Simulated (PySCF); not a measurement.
PySCF input for OS2, SMILES [O-][S+]=S, B3LYP/pcSseg-2. Geometry: PBE0-D3(BJ)/def2-TZVP.

```python
import numpy as np
from pyscf import gto, scf, dft
from pyscf.prop.nmr import rks as nmr

mol = gto.M(
    atom='''
    S    -0.16483379   -1.27875998    0.00000000
    S     0.44247725    0.50041468    0.00000000
    O    -0.55528692    1.55669060    0.00000000
    ''',
    basis='pcSseg-2',
    charge=0,
    spin=0,
    max_memory=1600,
    verbose=3,
)
mf = dft.RKS(mol, xc='b3lyp')
mf.grids.level = 3
mf.conv_tol = 1e-10
mf.max_cycle = 100
mf.kernel()
n = nmr.NMR(mf)
n.verbose = 2
n.max_cycle_cphf = 60
sigma = n.kernel()
print('atom   isotropic/ppm   span/ppm')
for i, s in enumerate(sigma):
    w = np.linalg.eigvalsh((s + s.T) / 2)
    print(f'{mol.atom_symbol(i):2s}{i + 1:3d} {w.mean():14.3f} {w[2] - w[0]:11.3f}')
```

Output:

```
converged SCF energy = -871.689448508433
atom   isotropic/ppm   span/ppm
S   1       -744.684    2313.827
S   2       -662.016    1488.801
O   3       -565.247    1577.489
```

Self-consistency was reached.
